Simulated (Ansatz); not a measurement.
Computed with frozen-core CCSD(T)/cc-pVTZ // PBE-D3(BJ)/def2-SVP in Ansatz (a quantum-chemistry and plane-wave program).

Ansatz 0.2 input:
```yaml
crystal:
  periodic: [false, false, false]
  atoms:
    - { symbol: B, position_ang: [-0.074084, 0.034941, -0.121312] }
    - { symbol: F, position_ang: [-1.348666, 0.008557, 0.356855] }
    - { symbol: F, position_ang: [0.330903, 1.189985, -0.717714] }
    - { symbol: F, position_ang: [0.364786, -1.12066, -0.70588] }
    - { symbol: C, position_ang: [2.265435, 0.233144, 1.15416] }
    - { symbol: O, position_ang: [0.852568, 0.06476, 1.35981] }
    - { symbol: C, position_ang: [0.51785, -0.994501, 2.272391] }
    - { symbol: H, position_ang: [2.705736, -0.686364, 0.713762] }
    - { symbol: H, position_ang: [2.374029, 1.07806, 0.453248] }
    - { symbol: H, position_ang: [2.746904, 0.468117, 2.124244] }
    - { symbol: H, position_ang: [-0.582878, -0.998973, 2.345456] }
    - { symbol: H, position_ang: [0.972441, -0.778708, 3.259746] }
    - { symbol: H, position_ang: [0.877907, -1.970263, 1.883064] }
basis:
  gaussian: { orbitals: cc-pVTZ }
correlation:
  method: ccsd_t
```

Output:

```
Functional definition: HF
1742 factors; integrals over basis functions are off by at most 1.2e-3 eV
mean field evaluation 1: about -12988.3825 eV, gradient 4.5e1 eV
mean field evaluation 2: about -12988.6586 eV, gradient 4.5e1 eV
mean field evaluation 4: about -12992.3399 eV, gradient 3.7e0 eV
mean field evaluation 8: about -12992.3824 eV, gradient 1.9e-1 eV
mean field evaluation 16: about -12991.3538 eV, gradient 2.4e1 eV
mean field -12992.38253099 eV, -477.4612514607 hartree, gradient 1.6e-6 eV, S^2 0.000000; 0 other end points of the search recorded, 0 dependent functions left out
7 core orbitals not correlated
reference -12992.38253099 eV, -477.4612514607 hartree; 22, 22 occupied and 265, 265 virtual orbitals, 1742 factors
second order -39.55460120 eV of doubles, -0.00000000 eV of singles
cycle   1  -39.36537458 eV  change    1.9e-1 eV  update   1.2e-1
cycle   2  -40.17522426 eV  change   -8.1e-1 eV  update   3.2e-2
cycle   3  -40.34534400 eV  change   -1.7e-1 eV  update   1.5e-2
cycle   4  -40.32230946 eV  change    2.3e-2 eV  update   2.8e-3
cycle   5  -40.32170203 eV  change    6.1e-4 eV  update   1.3e-3
cycle   6  -40.32315117 eV  change   -1.4e-3 eV  update   3.7e-4
cycle   7  -40.32296915 eV  change    1.8e-4 eV  update   1.4e-4
cycle   8  -40.32284813 eV  change    1.2e-4 eV  update   4.5e-5
cycle   9  -40.32286458 eV  change   -1.6e-5 eV  update   1.8e-5
perturbative correction -1.32971376 eV, -0.0488660793 hartree
Total energy: -13034.03510933 eV, -478.9919554815 hartree
```

Cost: very roughly 25 core-minutes.
